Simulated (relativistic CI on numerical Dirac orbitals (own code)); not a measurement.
**d2 in a ligand field**

Computed with a parametric ligand-field model of a d^n configuration (Racah B and C, spin-orbit zeta, crystal field), exact diagonalisation.

Field parameters in Wybourne normalisation: Td as Oh with Dq negative (B⁴₀ = 21Dq, B⁴₄ = √(5/14) B⁴₀). The field is a parameter set, without covalency.

(1) Ground term and bands for B = 900, C = 4370, ζ = 0 cm⁻¹, Td, 10Dq = -7380 cm⁻¹?

(2) Ground term and bands for B = 900, C = 4370, ζ = 0 cm⁻¹, Td, 10Dq = -9810 cm⁻¹?

(3) Ground term and bands for B = 900, C = 4370, ζ = 0 cm⁻¹, Td, 10Dq = -11430 cm⁻¹?

(4) Ground term and bands for B = 900, C = 4370, ζ = 0 cm⁻¹, Td, 10Dq = -10620 cm⁻¹?

(5) Ground term and bands for B = 900, C = 4370, ζ = 0 cm⁻¹, Td, 10Dq = -6570 cm⁻¹?

## Answers

(1) Ground term 3A2 with 2.00 electrons in the two orbitals of the cubic e set. Spin-allowed: 3T2 7380 cm⁻¹ (1355 nm), 3T1 12408 cm⁻¹ (806 nm), 3T1 23232 cm⁻¹ (430 nm). Lowest spin-forbidden: 1E 15342 cm⁻¹ (652 nm), 1T2 22277 cm⁻¹ (449 nm), 1A1 23962 cm⁻¹ (417 nm). With an A2 ground term the first spin-allowed band lies at |10Dq| itself.

(2) Ground term 3A2 with 2.00 electrons in the two orbitals of the cubic e set. Spin-allowed: 3T2 9810 cm⁻¹ (1019 nm), 3T1 15998 cm⁻¹ (625 nm), 3T1 26932 cm⁻¹ (371 nm). Lowest spin-forbidden: 1E 15477 cm⁻¹ (646 nm), 1A1 24908 cm⁻¹ (401 nm), 1T2 24909 cm⁻¹ (401 nm). With an A2 ground term the first spin-allowed band lies at |10Dq| itself.

(3) Ground term 3A2 with 2.00 electrons in the two orbitals of the cubic e set. Spin-allowed: 3T2 11430 cm⁻¹ (875 nm), 3T1 18244 cm⁻¹ (548 nm), 3T1 29546 cm⁻¹ (338 nm). Lowest spin-forbidden: 1E 15538 cm⁻¹ (644 nm), 1A1 25440 cm⁻¹ (393 nm), 1T2 26627 cm⁻¹ (376 nm). With an A2 ground term the first spin-allowed band lies at |10Dq| itself.

(4) Ground term 3A2 with 2.00 electrons in the two orbitals of the cubic e set. Spin-allowed: 3T2 10620 cm⁻¹ (942 nm), 3T1 17135 cm⁻¹ (584 nm), 3T1 28225 cm⁻¹ (354 nm). Lowest spin-forbidden: 1E 15509 cm⁻¹ (645 nm), 1A1 25183 cm⁻¹ (397 nm), 1T2 25770 cm⁻¹ (388 nm). With an A2 ground term the first spin-allowed band lies at |10Dq| itself.

(5) Ground term 3A2 with 2.00 electrons in the two orbitals of the cubic e set. Spin-allowed: 3T2 6570 cm⁻¹ (1522 nm), 3T1 11151 cm⁻¹ (897 nm), 3T1 22059 cm⁻¹ (453 nm). Lowest spin-forbidden: 1E 15279 cm⁻¹ (655 nm), 1T2 21380 cm⁻¹ (468 nm), 1A1 23601 cm⁻¹ (424 nm). With an A2 ground term the first spin-allowed band lies at |10Dq| itself.
